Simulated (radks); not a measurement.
Values are calculated unless marked as measured or tabulated.
Au2+, configuration [Xe] 4f14 5d9 (the NIST ground configuration). Level of theory: non-relativistic Kohn-Sham, exchange-only r2SCAN, spin-unpolarised, spherical densities, point nucleus; meta-GGA in the generalised Kohn-Sham scheme; relativity is left out, which matters for an element this heavy (a radial shooting solver on a logarithmic mesh with Libxc functionals).

Local quantities along the radius. ELF = 1/(1 + alpha^2) is the electron localisation function; alpha = (tau - tau_W)/tau_unif compares the Pauli kinetic energy density with that of the uniform gas; r v_xc is r times the local exchange-correlation potential (hartree bohr, multiplicative part alone); s = |grad rho|/(2 (3 pi^2)^(1/3) rho^(4/3)) is the reduced gradient.

r (bohr)	ELF	alpha	r v_xc	s
0.000637	1.000	0.02218	-0.08296	0.3733
0.0007357	0.999	0.02265	-0.09057	0.3752
0.0008496	0.999	0.02320	-0.09926	0.3775
0.0009734	0.999	0.02382	-0.1086	0.3799
0.001124	0.999	0.02459	-0.1198	0.3829
0.001298	0.999	0.02551	-0.1325	0.3864
0.001499	0.999	0.02663	-0.1469	0.3904
0.001718	0.999	0.02789	-0.1621	0.3949
0.001984	0.999	0.02952	-0.1802	0.4003
0.002291	0.999	0.03152	-0.2006	0.4067
0.002646	0.999	0.03400	-0.2232	0.4142
0.003056	0.999	0.03711	-0.2483	0.4229
0.003501	0.998	0.04082	-0.2743	0.4325
0.004043	0.998	0.04585	-0.3044	0.4444
0.004669	0.997	0.05243	-0.3370	0.4583
0.005393	0.996	0.06122	-0.3721	0.4747
0.006178	0.995	0.07242	-0.4073	0.4928
0.007135	0.992	0.08881	-0.4467	0.5151
0.00824	0.988	0.1122	-0.4881	0.5410
0.009517	0.979	0.1466	-0.5315	0.5706
0.01099	0.962	0.1983	-0.5767	0.6034
0.01259	0.931	0.2723	-0.6200	0.6357
0.01454	0.867	0.3922	-0.6588	0.6674
0.01679	0.752	0.5746	-0.6670	0.6880
0.0194	0.591	0.8326	-0.6240	0.6832
0.02222	0.443	1.122	-0.5897	0.6394
0.02566	0.347	1.371	-0.6330	0.5445
0.02964	0.333	1.414	-0.7111	0.4215
0.03423	0.399	1.228	-0.7367	0.3185
0.03953	0.521	0.9589	-0.8815	0.2710
0.04529	0.636	0.7566	-0.9888	0.2777
0.0523	0.707	0.6438	-1.067	0.3207
0.0604	0.709	0.6403	-1.109	0.3799
0.06976	0.636	0.7564	-1.117	0.4326
0.07992	0.510	0.9806	-1.082	0.4475
0.0923	0.394	1.241	-1.058	0.3950
0.1066	0.381	1.274	-1.068	0.2921
0.1231	0.485	1.031	-1.282	0.2266
0.1422	0.625	0.7747	-1.448	0.2458
0.1629	0.695	0.6624	-1.519	0.3207
0.1881	0.657	0.7230	-1.472	0.4222
0.2172	0.481	1.040	-1.317	0.4847
0.2509	0.306	1.505	-1.231	0.4037
0.2874	0.322	1.452	-1.246	0.2261
0.332	0.513	0.9735	-1.595	0.1567
0.3834	0.682	0.6824	-1.780	0.2249
0.4428	0.727	0.6130	-1.798	0.3481
0.5113	0.661	0.7162	-1.667	0.4893
0.5858	0.493	1.014	-1.426	0.6062
0.6766	0.304	1.512	-1.206	0.6144
0.7814	0.284	1.588	-1.269	0.4600
0.9024	0.461	1.082	-1.369	0.3506
1.034	0.646	0.7404	-1.440	0.3823
1.194	0.712	0.6364	-1.418	0.4912
1.379	0.675	0.6939	-1.354	0.6381
1.592	0.565	0.8775	-1.172	0.8201
1.839	0.407	1.206	-0.8917	1.052
2.107	0.257	1.702	-0.7273	1.347
2.433	0.134	2.538	-0.5165	1.804
2.81	0.059	3.993	-0.4308	2.531
3.246	0.021	6.818	-0.3391	3.766
3.718	0.006	12.55	-0.2522	5.831
4.294	0.001	27.50	-0.1669	9.959
4.959	0.000	71.15	-0.09667	18.49

On this mesh the ELF has minima near r = 0.030, 0.11, 0.25, 0.78 bohr, which separate the shells, and maxima near 0.060 (0.71), 0.16 (0.70), 0.44 (0.73), 1.2 (0.71).
